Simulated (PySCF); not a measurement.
# A small calculation by hand: refractive index and permittivity of the vapour

(1Z,3Z)-1,4-dichlorobuta-1,3-diene (C₄H₄Cl₂), SMILES Cl/C=C\C=C/Cl.

Geometry optimised at B3LYP-D3(BJ)/def2-SVP. Other conformers were not sampled.

HF/def2-TZVP (PySCF) gives a mean static polarisability of 77.9 bohr³ and a dipole moment of 0.00 D. Take an ideal gas at 298.15 K and 1 bar, whether or not the substance is that volatile.

Problem. Work out n − 1 in the optical limit and the static ε − 1.

Solution. 
Polarisability volume α' = 77.9 × 0.148185 = 11.54 Å³. Number density N = p/kT = 2.43e-5 Å⁻³.
Dilute limit of Lorentz–Lorenz: n − 1 = 2π N α' = 0.0018.
Orientation term of Debye: μ²/(3kT) = 8.098 Å³ × μ²(D²) = 0.00 Å³.
ε − 1 = 4π N (α' + μ²/3kT) = 0.0035. With no permanent dipole, ε equals n² in this model. Vibrational polarisation and dispersion are left out.
